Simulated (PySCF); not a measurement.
BeF2, SMILES [F][Be][F].

Geometry optimised at r2SCAN-D4/def2-TZVP. The isomer is the one that the SMILES or the coordinates give; other isomers of the formula were not compared.

The numbers are results of M06-2X/def2-TZVPD run with PySCF, not measurements.

Computed frontier levels, gap, dipole moment and polarisability:
The highest occupied level comes out as -13.95 eV, the lowest empty level is -0.61 eV and the orbital gap is 13.34 eV. The dipole moment comes out as 0.00 D and the quadrupole, principal values (traceless, Buckingham form, about the centre of nuclear charge) is -8.35, 4.17, 4.17 D·Å. The mean static polarisability is 13.1 bohr³ (1.94 Å³) and the polarisability, principal values is 12.0, 12.0, 15.4 bohr³.
